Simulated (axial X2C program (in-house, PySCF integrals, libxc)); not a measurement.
Potential curves of RbS, two-component

Calculated with an axial X2C code built on PySCF integrals. Two-component (2c) means X2C with spin–orbit coupling and atomic mean-field two-electron Coulomb and Gaunt terms. Basis: Rb dyall-cv3z [12s13p8d4f1g], S dyall-av3z [9s8p3d2f] (cores contracted in-house); Gaussian nuclei, density fitting, unrestricted open shells. Masses: Rb 84.912 u, S 31.972 u.

State: Ω = 3/2 (⟨Sz⟩ = 0.50, ⟨Lz⟩ = 1.00 at HF). Energies in eV from the fragments at the same level (Rb + S). Fits are polynomials in 1 − R0/R over 0.85 to 1.23 times the lowest point R0.

```tsv
R (Å)	CCSD(T)	HF
2.5604		-0.8652
2.6781	-2.3144	-1.2005
2.7664	-2.4382	-1.3581
2.8547	-2.5065	-1.4550
2.9430	-2.5324	-1.5050
3.0460	-2.5224	-1.5185
3.1490	-2.4810	-1.4964
3.2814	-2.3961	-1.4314
3.4433		-1.3164
3.6787		-1.1136
```

Correlated methods: 15 electrons correlated (number of frozen shells: Rb 3 s, 2 p, 1 d; S 2 s, 1 p), 261 virtual spin orbitals or spinors in MP2, 90 natural virtuals in coupled cluster.

Occupations by symmetry block were frozen at the best pattern of an incomplete PBE0 search. De is counted from the lowest determinant-based energies of the atoms at the same level, without counterpoise correction. CCSD and (T) use frozen natural virtuals with an MP2 correction for the truncation; (T) itself is uncorrected, so its De runs slightly low. Other states lie close and PBE0, whose exact exchange favours high spin, may order them wrongly; the determinant shown need not be the ground state. The nearest other 2c determinant of the search, Ω = 1/2, lies 0.04 eV up at the distance of the search. Coupled cluster ran on the points near the minimum only. MP2 and coupled cluster on one determinant become unreliable at the stretched end.

Question: What are Re, ωe and De at the CCSD(T) level?

Answer: At CCSD(T), 2c: Re = 2.967 Å, ωe ≈ 211 cm⁻¹, De = 2.53 eV to Rb + S; Be follows as 0.0825 cm⁻¹.

Question: Fit the HF curve near its minimum: give the equilibrium distance, the harmonic wavenumber and the well depth.

Answer: At HF, 2c: Re = 3.028 Å, ωe ≈ 203 cm⁻¹, De = 1.52 eV to Rb + S; Be follows as 0.0791 cm⁻¹.
